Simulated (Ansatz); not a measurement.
Mulliken charges of `F[SiH2][S][AlH2]` from B3LYP/def2-TZVPP in Ansatz (PBE0-D4/def2-TZVP geometry).

```json
{"atom": "F1", "x (Å)": "-1.519", "y (Å)": "1.460", "z (Å)": "0.517", "charge (e)": "-0.318"}
{"atom": "Si2", "x (Å)": "0.068", "y (Å)": "1.369", "z (Å)": "0.340", "charge (e)": "0.580"}
{"atom": "S3", "x (Å)": "0.802", "y (Å)": "-0.434", "z (Å)": "1.171", "charge (e)": "-0.309"}
{"atom": "Al4", "x (Å)": "0.064", "y (Å)": "-1.821", "z (Å)": "-0.354", "charge (e)": "0.439"}
{"atom": "H5", "x (Å)": "0.344", "y (Å)": "1.462", "z (Å)": "-1.111", "charge (e)": "-0.071"}
{"atom": "H6", "x (Å)": "0.672", "y (Å)": "2.487", "z (Å)": "1.094", "charge (e)": "-0.070"}
{"atom": "H7", "x (Å)": "-0.655", "y (Å)": "-1.226", "z (Å)": "-1.628", "charge (e)": "-0.125"}
{"atom": "H8", "x (Å)": "0.316", "y (Å)": "-3.354", "z (Å)": "-0.085", "charge (e)": "-0.125"}
```

Question: By hand: the dipole of these point charges (1 e Å = 4.8032 D).

Answer: Σ q r = (0.274, -0.041, -0.268) e Å, of length 0.385 e Å = 1.85 D.

Question: How does the dipole of the full density compare? (Estimate.)

Answer: Computed: (0.161, -0.083, -0.179) e Å, 1.22 D; the point charges give 1.52 times that, at 13° from its direction.

Point charges leave out the atoms' own dipoles, such as those of lone pairs, and Mulliken's split depends on the basis, so the two needn't agree.

B3LYP here is the variant with VWN-RPA as its local correlation; programs differ in this.
